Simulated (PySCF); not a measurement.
These are PySCF with PBE-D3(BJ)/def2-TZVP // r2SCAN-D4/def2-SVP values and carry that method's errors. Gas-phase values, no solvent. One relaxed conformer stands for a flexible species; it need not be the lowest. Excitations are Tamm–Dancoff values on a coarser integration grid. The basis has no diffuse functions, so Rydberg states are missing or too high.

Reference species (SMILES): `[SiH3][GeH2][SiH3]` (neutral, multiplicity 1).

```
Property                Value
-------------------  --------
S1 excitation (TDA)   6.50 eV
LUMO                 -0.92 eV
HOMO                 -6.89 eV
```

Changed species: `[GeH2]([GeH2][GeH2][GeH2][GeH2][SiH3])[SiH3]` (n = 5; the reference has n = 1).

Task: Predict the effect on the S1 excitation (TDA), LUMO and HOMO.

Result: the S1 excitation (TDA) decreases by 1.52 eV, to 4.98 eV; the LUMO falls by 0.83 eV, to -1.75 eV; the HOMO rises by 0.73 eV, to -6.16 eV.
